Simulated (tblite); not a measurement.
`C=Cc1cc[n+](C)c(C#N)c1` (charge +1). The geometry is computed with GFN2-xTB (gas phase).

```
atom  x, y, z in Å
C1     3.5343    0.6352   -0.2305
C2     2.7026   -0.3410    0.1395
C3     1.2598   -0.2958    0.0666
C4     0.5004   -1.3938    0.5090
C5    -0.8719   -1.3702    0.4502
N6    -1.5383   -0.3135   -0.0293
C7    -2.9822   -0.2970   -0.0881
C8    -0.8435    0.7629   -0.4693
C9    -1.5701    1.8746   -0.9820
N10   -2.1360    2.7753   -1.3998
C11    0.5360    0.8003   -0.4306
H12    3.2055    1.5801   -0.6293
H13    4.5996    0.5111   -0.1393
H14    3.1084   -1.2625    0.5346
H15    0.9941   -2.2679    0.9040
H16   -1.4614   -2.2088    0.7909
H17   -3.3196   -0.2186   -1.1238
H18   -3.3866   -1.2075    0.3479
H19   -3.3737    0.5632    0.4583
H20    1.0375    1.6846   -0.7907
```

**Question.** Give the dihedral angles C4–C5–N6–C8, C7–N6–C8–C9, N6–C8–C11–H20, C4–C3–C11–C8, H14–C2–C3–C4.

**Answer.** C4–C5–N6–C8 0° (synperiplanar); C7–N6–C8–C9 0° (synperiplanar); N6–C8–C11–H20 180° (antiperiplanar); C4–C3–C11–C8 0° (synperiplanar); H14–C2–C3–C4 1° (synperiplanar). Dihedral signs follow IUPAC: positive where, seen along the central bond, the front bond turns clockwise onto the rear one.

**Question.** Where is the centre of mass (commonest isotopes), and what is the radius of gyration?

**Answer.** Mass 145.077 u; centre at (-0.158, 0.249, -0.221) Å; Rg = √(Σ m r²/M) = 2.447 Å. As Ia + Ib + Ic = 2 Σ m r², the three principal moments sum to 1736.8 u·Å².

**Question.** What is the repulsion energy of the bare nuclei, Σ ZA·ZB/RAB?

**Answer.** 546.07 Eh over 190 pairs, with full nuclear charges and distances in bohr; the largest single term is 19.45 Eh (C9 with N10).

**Question.** How far are the heavy atoms from their best plane (unweighted least squares)?

**Answer.** 0.006 Å rms; none is more than 0.011 Å off.

**Question.** What are the angles C1–C2–H14, C3–C4–H15, C5–N6–C8, C5–N6–C7, N6–C7–H18, H17–C7–H19, C8–C9–N10, C8–C11–H20?

**Answer.** From the scalar product of the two bond vectors; for C1–C2–H14 it is -0.7083 Å² over 1.3348 × 1.0816 Å², cos θ = -0.4906. C1–C2–H14 119.4°; C3–C4–H15 120.0°; C5–N6–C8 119.2°; C5–N6–C7 121.4°; N6–C7–H18 110.2°; H17–C7–H19 107.9°; C8–C9–N10 179.0°; C8–C11–H20 118.5°.

**Question.** How far apart are these pairs, which share no bond: C3···C7, C4···C8, C8···H13, C8···H15, H15···H19?

**Answer.** C3···C7 4.245 Å (4 bonds apart); C4···C8 2.723 Å (3 bonds apart); C8···H13 5.459 Å (5 bonds apart); C8···H15 3.801 Å (4 bonds apart); H15···H19 5.224 Å (5 bonds apart).

**Question.** Write the matrix of distances between heavy atoms (Å, lower triangle).

**Answer.** 
```
C1    0.000
C2    1.335  0.000
C3    2.476  1.445  0.000
C4    3.724  2.469  1.406  0.000
C5    4.889  3.733  2.418  1.374  0.000
N6    5.164  4.244  2.800  2.369  1.338  0.000
C7    6.584  5.690  4.245  3.700  2.428  1.445  0.000
C8    4.386  3.764  2.415  2.723  2.323  1.355  2.417  0.000
C9    5.306  4.942  3.717  4.146  3.615  2.387  2.740  1.424  0.000
N10   6.172  5.958  4.808  5.289  4.712  3.432  3.446  2.566  1.143  0.000
C11   3.010  2.514  1.404  2.387  2.733  2.388  3.701  1.381  2.428  3.461  0.000
```

Its GFN2-xTB frequencies are all real (lowest 39 cm⁻¹).

One conformer stands for the species.
